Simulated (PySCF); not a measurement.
SMILES CO/C=C\[SiH3] (C3H8OSi) (GFN2-xTB optimised geometry):

```
13

C      1.333    -2.250     0.027
O      0.710    -0.990     0.000
C     -0.650    -0.990     0.000
C     -1.329     0.150     0.000
Si    -0.444     1.803     0.006
H      2.405    -2.065     0.004
H      1.051    -2.855    -0.842
H      1.081    -2.801     0.941
H     -1.120    -1.971    -0.002
H     -2.405     0.090    -0.005
H     -1.468     2.855     0.029
H      0.404     1.924     1.194
H      0.376     1.949    -1.199
```

Calculation: PySCF 2.14.0 with B3LYP/def2-TZVP.

Task: What are the frontier orbital energies and the dipole moment?

Result: HOMO-2 -9.10 eV, HOMO-1 -8.74 eV, HOMO -6.51 eV, LUMO -0.27 eV, LUMO+1 0.97 eV; dipole moment 2.56 D.

Meta-Löwdin charges at B3LYP/def2-TZVP: C1 -0.11, O2 -0.33, C3 0.11, C4 -0.44, Si5 0.52, H6 0.13, H7 0.10, H8 0.10, H9 0.10, H10 0.13, H11 -0.11, H12 -0.11, H13 -0.11.
